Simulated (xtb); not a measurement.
H7N3Sn, SMILES [NH2][SnH]([NH2])[NH2]. All values are semi-empirical tight-binding results from xtb (GFN2-xTB unless named), good for trends rather than for accurate numbers. Geometry optimised at GFN2-xTB. The structure was generated by enumeration; whether it is a known compound was not checked. The values are those of a single conformer.

For metal compounds this method's bond lengths and energies can be far off.

**Question.** Estimate the properties. (Estimate from the structure and the level; the computed values follow.)

**Answer.** 
The orbital gap comes out as 4.47 eV and the zero-point energy is 49.1 kcal/mol. The G − E(el) at 298.15 K (modified RRHO) is 28.4 kcal/mol.
